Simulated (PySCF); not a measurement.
C₇H₁₁BO₂.
SMILES with atom numbers: `[CH2:1]=[CH:2]/[CH:3]=[CH:4]/[B:5]1[O:6][CH2:7][CH2:8][CH2:9][O:10]1` (hydrogens: H11, H12 on C1; H13 on C2; H14 on C3; H15 on C4; H16, H17 on C7; H18, H19 on C8; H20, H21 on C9)

All values: PBE0/pcSseg-1 (PySCF, non-relativistic), on one gas-phase PBE0-D3(BJ)/def2-SVP geometry that isn't relaxed in the solvent. The solvent is an IEF-PCM continuum (Bondi radii, 1.10 Å for H, scaled by 1.2). Only the electrostatic response of the medium enters.

Gas phase at PBE0/pcSseg-1: HOMO -6.60 eV, LUMO -1.19 eV, dipole 2.46 D.

Task: What does the continuum do to the energy, the frontier levels and the dipole at PBE0/pcSseg-1 in benzene and acetone?

Result: 
```tsv
solvent	ε	E(solvent) − E(gas) (kcal/mol)	polarisation term (kcal/mol)	distortion of the solute (kcal/mol)	HOMO (eV)	LUMO (eV)	dipole (D)
benzene	2.271	-2.53	-2.68	0.15	-6.68	-1.26	2.70
acetone	20.49	-5.53	-6.31	0.78	-6.81	-1.39	2.94
```

The first energy column is the sum of the next two and covers electrostatics alone. From benzene to acetone the lowering changes by a factor 2.19, Onsager's factor (ε − 1)/(2ε + 1) by 2.02 and ε itself by 9.0.

Task: Which radius a makes the point-dipole formula ΔE = −[(ε − 1)/(2ε + 1)]·μ²/a³ give the value in acetone, with the gas-phase dipole?

Result: μ = 0.966 au and |ΔE| = 0.00881 Eh give a = 1.94 Å; the farthest nucleus lies 5.56 Å from the centroid of the nuclei, so such a sphere wouldn't even hold the nuclei. The formula assumes a rigid point dipole at the centre of a sphere.

Task: Which ESP-fitted charges (PBE0/pcSseg-1) respond most in acetone (means over atoms taken as equivalent)?

Result: 
| atoms | environment | gas (e) | solvent (e) | change |
| --- | --- | --- | --- | --- |
| C4 | alkene CH carbon | -0.721 | -0.764 | -0.043 |
| O6/O10 | boron-bound oxygen | -0.579 | -0.622 | -0.043 |
| B5 | three-coordinate boron | +0.973 | +1.009 | +0.036 |
| C8 | ring CH2 carbon | -0.279 | -0.250 | +0.029 |
| C2 | alkene CH carbon | -0.022 | -0.047 | -0.025 |
| H13 | vinylic hydrogen | +0.135 | +0.150 | +0.015 |
| H12 | vinylic hydrogen | +0.213 | +0.227 | +0.014 |
| H11 | vinylic hydrogen | +0.203 | +0.217 | +0.014 |
| H15 | vinylic hydrogen | +0.223 | +0.237 | +0.014 |
| C1 | terminal =CH2 carbon | -0.524 | -0.534 | -0.010 |
| H16/H17/H20/H21 | methylene hydrogen | +0.030 | +0.041 | +0.011 |
| C7/C9 | sp3 carbon bound to oxygen | +0.254 | +0.249 | -0.005 |

Task: Which Mayer bond orders change most in acetone?

Result: 
```csv
bond,length (Å),gas,solvent,change
C9–O10,1.409,0.887,0.865,-0.022
O6–C7,1.408,0.887,0.866,-0.021
B5–O6,1.368,1.128,1.139,+0.011
O10–B5,1.367,1.147,1.158,+0.011
C3–C4,1.349,1.790,1.783,-0.007
C4–H15,1.097,0.960,0.954,-0.006
C7–C8,1.517,1.041,1.046,+0.005
C4–B5,1.554,0.957,0.962,+0.005
```

On Arm Neoverse N1, one thread, shared host with 64 logical CPUs at a one-minute load of 14, this took 69 s and 1.2 GiB of memory at its peak. This is the whole shielding run at PBE0/pcSseg-1 in acetone, SCF included.
